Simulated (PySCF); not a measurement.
Orbital energies, ionisation energy and electron affinity

GeEtBr3, C2H5Br3Ge.
Cartesian coordinates in Å at the PBE0-D3(BJ)/def2-SVP level; atoms count from 1:
```xyz
11
C2H5Br3Ge angstrom
Ge    -0.2083   -0.4339   -1.3351
C     -0.2891   -0.4257    0.6090
C      0.4444    0.7462    1.2407
H      0.1247   -1.3972    0.9243
H     -1.3626   -0.4297    0.8579
H      0.3661    0.7012    2.3380
H      1.5137    0.7410    0.9814
H      0.0232    1.7095    0.9157
Br     1.9684   -0.4452   -2.0779
Br    -1.2239    1.4314   -2.2181
Br    -1.2586   -2.2830   -2.2050
```

Level: CAM-B3LYP/def2-SVPD (PySCF). Frontier orbitals with their largest atomic shares (Löwdin; up to four atoms above 4 %):

| orbital | ε (eV) | main atoms |
| --- | --- | --- |
| HOMO−3 | -9.93 | Br9 34 %, Br11 31 %, Br10 27 %, Ge1 5 % |
| HOMO−2 | -9.91 | Br10 42 %, Br9 38 %, Br11 15 % |
| HOMO−1 | -9.86 | Br11 37 %, Br10 16 %, C2 14 %, Br9 13 % |
| HOMO | -9.68 | ? |
| LUMO | -0.94 | Ge1 22 %, Br9 22 %, Br10 22 %, Br11 22 % |
| LUMO+1 | 0.69 | Br11 24 %, Ge1 21 %, Br9 15 %, Br10 14 % |
| LUMO+2 | 0.80 | Br10 29 %, Br9 27 %, Ge1 24 %, Br11 9 % |

Task: What vertical ionisation energy does ΔSCF give, and how far is −ε(HOMO) from it?

Result: ΔSCF: 10.51 eV (1014 kJ/mol; threshold wavelength 118 nm); ⟨S²⟩ of the doublet left behind is 0.758, against 0.75 for a pure doublet. −ε(HOMO) is 9.68 eV, 0.83 eV below it. In exact Kohn–Sham theory the two would be equal; CAM-B3LYP (range-separated hybrid) falls short of its own ΔSCF value by 8 %. Holes in the HOMO−1 and HOMO−2 were tried too where these lie within 1.2 eV of the HOMO; the lowest converged state counts.

Task: On which atoms does the HOMO lie?

Result: Br10 (bromine bonded to Ge) 34 %, Br9 (bromine bonded to Ge) 34 %, Br11 (bromine bonded to Ge) 31 %, so no atom holds as much as 40 %. The HOMO−1 lies 0.18 eV lower.

Task: And the vertical electron affinity, the fundamental gap, Mulliken's electronegativity and the hardness (with the factor ½)?

Result: EA = 0.35 eV by ΔSCF (−ε(LUMO) = 0.94 eV). IE − EA = 10.16 eV against an orbital gap of 8.74 eV; (IE + EA)/2 = 5.43 eV; (IE − EA)/2 = 5.08 eV.

Task: What total energies stand behind the ΔSCF value?

Result: E(N) = -9878.04297 Eh and E(N − 1) = -9877.65688 Eh at the same geometry, 0.38609 Eh apart. With one more electron, E(N + 1) = -9878.05598 Eh.

Task: Shift the occupied levels rigidly so that −ε(HOMO) equals the ΔSCF value. What binding energies result?

Result: The shift is +0.83 eV: HOMO 10.51, HOMO−1 10.69, HOMO−2 10.74, HOMO−3 10.76 eV. A rigid shift is only a rough guide to the deeper ionisations.

Task: The lowest singlet excitation (vertical TDDFT, same level) lies at 5.41 eV. How far is it below IE − EA?

Result: IE − EA = 10.16 eV, so by 4.75 eV.

Geometry: PBE0-D3(BJ)/def2-SVP; no solvent, vibrations or thermal averaging. The calculation is non-relativistic, for germanium and bromine too.
